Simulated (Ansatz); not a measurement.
Reactions of C$_{4}$H$_{12}$BClSi, SMILES `C[Si](C)(C)CBCl`.

Calculated with Ansatz (gas phase, PBE0-D4/def2-TZVP geometries, no zero-point term in ΔE). CCSD(T)/CBS is the MP2 limit (def2-TZVPP, def2-QZVPP) plus CCSD(T) − MP2 in def2-TZVPP, frozen cores. This one scheme is used for every species. For Ga, Se outer-core shells are correlated without core-valence functions, which leaves a few kJ/mol of doubt a bond. Scalar relativity is left out up to krypton. Each species was taken in one conformer, which may not be the lowest.

**Question.** Order these by ΔE at CCSD(T)/CBS, lowest first. (Best estimate.)
A. `C[Si](C)(C)CBCl` + BH₃ → `B[Si](C)(C)C` + `CBCl`
B. `C[Si](C)(C)CBCl` + `C[Si](F)(F)CO` → `C[Si](C)(C)C[Si](C)(F)F` + `OCBCl`
C. `C[Si](C)(C)CBCl` + `BCl` → `B[Si](C)(C)C` + `ClBCCl`
D. `C[Si](C)(C)CBCl` + `O=[CH][GaH2]` → `C[Si](C)(C)[GaH2]` + `O=CCBCl`
E. `C[Si](C)(C)CBCl` + `[SiH3][SeH]` → `[SiH3][Se]BCl` + `C[Si](C)(C)C`
F. `C[Si](C)(C)CBCl` + `CCNC` → `CCN(C)BCl` + `C[Si](C)(C)C`

**Answer.** F (-29.0 kcal/mol), E (-10.8 kcal/mol), B (-2.3 kcal/mol), D (+1.0 kcal/mol), A (+11.2 kcal/mol), C (+53.9 kcal/mol).

Largest T1 diagnostic: 0.017, for `O=[CH][GaH2]`.
